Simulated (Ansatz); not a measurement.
Mulliken charges of AlH5O2Si, SMILES `O[SiH2][O][AlH2]` from ωB97M-V/def2-TZVPP in Ansatz (PBE0-D4/def2-TZVP geometry).

| atom | x (Å) | y (Å) | z (Å) | charge (e) |
| --- | --- | --- | --- | --- |
| O1 | -0.795 | 1.829 | -0.898 | -0.386 |
| Si2 | 0.173 | 1.197 | 0.267 | 0.449 |
| O3 | 0.251 | -0.419 | 0.198 | -0.312 |
| Al4 | 0.326 | -2.081 | -0.061 | 0.417 |
| H5 | -1.741 | 1.706 | -0.811 | 0.172 |
| H6 | 1.506 | 1.783 | 0.005 | -0.050 |
| H7 | -0.337 | 1.565 | 1.614 | -0.072 |
| H8 | -0.959 | -2.796 | -0.637 | -0.111 |
| H9 | 1.666 | -2.831 | 0.305 | -0.108 |

Task: By hand: the dipole of these point charges (1 e Å = 4.8032 D).

Result: Σ q r = (0.018, -0.198, 0.161) e Å, of length 0.256 e Å = 1.23 D.

Task: How does the dipole of the full density compare? (An estimate is asked.)

Result: The calculation gave: (-0.223, -0.180, 0.085) e Å, 1.44 D; the point charges give 0.85 times that, at 54° from its direction.

Point charges leave out the atoms' own dipoles, such as those of lone pairs, and Mulliken's split depends on the basis, so the two needn't agree.
